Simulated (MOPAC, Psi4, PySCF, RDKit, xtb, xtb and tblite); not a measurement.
Two geometries of SMILES CCCSC (C₄H₁₀S), relaxed at GFN2-xTB with one dihedral held; other torsions can differ between them too.

Structure A

```
15

C     -2.2841    -0.3413     0.2411
C     -0.8586    -0.1964     0.7614
C      0.0051     0.8349     0.0125
S     -0.8000     1.7173    -1.3688
C     -1.4856     3.1461    -0.4814
H     -2.8452     0.5818     0.3606
H     -2.2796    -0.6051    -0.8134
H     -2.7972    -1.1251     0.7938
H     -0.8989     0.0819     1.8175
H     -0.3691    -1.1700     0.7003
H      0.3808     1.6053     0.6840
H      0.8592     0.3449    -0.4539
H     -0.6744     3.7269    -0.0501
H     -2.1695     2.8122     0.2929
H     -2.0184     3.7423    -1.2147
```

Structure B

```
15

C     -2.2299    -0.2633     0.0773
C     -0.8158    -0.2681     0.6435
C      0.0251     0.9165     0.1731
S     -0.8608     2.5065     0.0906
C     -1.0465     2.8521     1.8642
H     -2.7773     0.6136     0.4111
H     -2.2030    -0.2504    -1.0103
H     -2.7670    -1.1516     0.4014
H     -0.8722    -0.2592     1.7359
H     -0.2990    -1.1847     0.3506
H      0.9031     1.0564     0.8042
H      0.3540     0.7584    -0.8549
H     -0.0664     2.8618     2.3332
H     -1.6842     2.1028     2.3237
H     -1.5074     3.8306     1.9469
```

### Question
Which is lower in energy at the level Psi4 with B3LYP-D3(BJ)/def2-TZVP // GFN2-xTB, and by how much?

### Answer
B is lower, by 18.08 kJ/mol (dihedral C1–C2–C3–S4: 0° in A, 40° in B).

E(B) − E(A) in kJ/mol at the other levels, on the same two geometries: GFN2-xTB (xtb and tblite) -13.86; MMFF94 // GFN2-xTB (RDKit) -19.74; B3LYP/def2-TZVP // GFN2-xTB (Psi4) -17.60; PBE/def2-TZVP // GFN2-xTB (Psi4) -17.11; PBE-D3(BJ)/def2-TZVP // GFN2-xTB (Psi4) -17.39; UFF // GFN2-xTB (RDKit) -21.77; PM6, restricted, heats of formation // GFN2-xTB (MOPAC) -9.08; PM7, restricted, heats of formation // GFN2-xTB (MOPAC) -9.78; GFN1-xTB // GFN2-xTB (xtb) -10.67; restricted B3LYP/6-31G*, spherical d, density fitting // GFN2-xTB (PySCF) -17.78; restricted MP2 (frozen core)/6-31G*, spherical d // GFN2-xTB (PySCF) -20.06; restricted B3LYP/3-21G // GFN2-xTB (PySCF) -17.30; restricted MP2 (frozen core)/3-21G // GFN2-xTB (PySCF) -18.69.
